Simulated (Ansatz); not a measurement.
Ansatz (a program for electronic structure) input (r2SCAN/def2-TZVPD):

Ansatz 0.2 input:
```yaml
crystal:
  periodic: [false, false, false]
  atoms:
    - {symbol: B, position_ang: [-0.49634865, -0.03266068, 0.10490528]}
    - {symbol: C, position_ang: [-0.83699600, 1.36673724, 0.33542698]}
    - {symbol: C, position_ang: [-1.53339238, -1.26072044, 0.19477491]}
    - {symbol: O, position_ang: [0.82042722, -0.51703578, -0.23706640]}
    - {symbol: C, position_ang: [1.84646061, 0.41551190, -0.35747618]}
    - {symbol: H, position_ang: [-0.14306984, 2.20440862, 0.27706773]}
    - {symbol: H, position_ang: [-1.85187282, 1.66948912, 0.59112618]}
    - {symbol: H, position_ang: [-2.54252948, -0.92425858, 0.45297736]}
    - {symbol: H, position_ang: [-1.22601331, -1.99879536, 0.94894269]}
    - {symbol: H, position_ang: [-1.59880289, -1.80873672, -0.75570138]}
    - {symbol: H, position_ang: [1.63619623, 1.16341269, -1.13803124]}
    - {symbol: H, position_ang: [2.01156191, 0.97204068, 0.57839250]}
    - {symbol: H, position_ang: [2.77642232, -0.10714306, -0.61912325]}
basis:
  gaussian:
    orbitals: def2-TZVPD
hamiltonian:
  xc: {name: r2SCAN}
total_charge: -1
output: {forces: true}
```

End of the output:

```
integrals: 0.17 GiB planned
1279 factors; their error is unknown
mean field: 1.50 GiB planned
mean field evaluation 1: about -5952.8462 eV, gradient 7.0e1 eV
mean field evaluation 2: about -5906.1858 eV, gradient 1.2e2 eV
mean field evaluation 4: about -5964.6291 eV, gradient 8.7e0 eV
mean field evaluation 8: about -5964.8474 eV, gradient 1.7e-1 eV
mean field evaluation 16: about -5964.8162 eV, gradient 1.5e-3 eV
mean field -5964.81616224 eV, -219.2029508648 hartree, gradient 4.7e-5 eV, S^2 0.000000; 0 other end points of the search recorded, 0 dependent functions left out
the calculation of the forces begins
reference -5964.81618094 eV, -219.2029515519 hartree; 20, 20 occupied and 240, 240 virtual orbitals, 1279 factors
Total energy: -5964.81618094 eV, -219.2029515519 hartree
Atom 0 at    -0.496349    -0.032661     0.104905 Å, force     0.015298    -0.177933    -0.023184 eV/Å
Atom 1 at    -0.836996     1.366737     0.335427 Å, force     0.010353     0.103593     0.009286 eV/Å
Atom 2 at    -1.533392    -1.260720     0.194775 Å, force     0.061567     0.051034    -0.007774 eV/Å
Atom 3 at     0.820427    -0.517036    -0.237066 Å, force    -0.053613    -0.083865     0.002374 eV/Å
Atom 4 at     1.846461     0.415512    -0.357476 Å, force    -0.008399     0.008770     0.002815 eV/Å
Atom 5 at    -0.143070     2.204409     0.277068 Å, force     0.041174     0.064051    -0.001863 eV/Å
Atom 6 at    -1.851873     1.669489     0.591126 Å, force    -0.050314     0.015652     0.012748 eV/Å
Atom 7 at    -2.542529    -0.924259     0.452977 Å, force    -0.021912     0.014440     0.006402 eV/Å
Atom 8 at    -1.226013    -1.998795     0.948943 Å, force     0.011941    -0.024626     0.017366 eV/Å
Atom 9 at    -1.598803    -1.808737    -0.755701 Å, force     0.002568    -0.019847    -0.025498 eV/Å
Atom 10 at     1.636196     1.163413    -1.138031 Å, force    -0.027270     0.042862    -0.044919 eV/Å
Atom 11 at     2.011562     0.972041     0.578392 Å, force    -0.004308     0.031156     0.060077 eV/Å
Atom 12 at     2.776422    -0.107143    -0.619123 Å, force     0.022915    -0.025286    -0.007831 eV/Å
Dipole moment:     0.540234    -0.326807    -0.154581 e Å
```

It need not be the lowest isomer of its formula. Whether it binds its extra electron was not tested at this geometry.
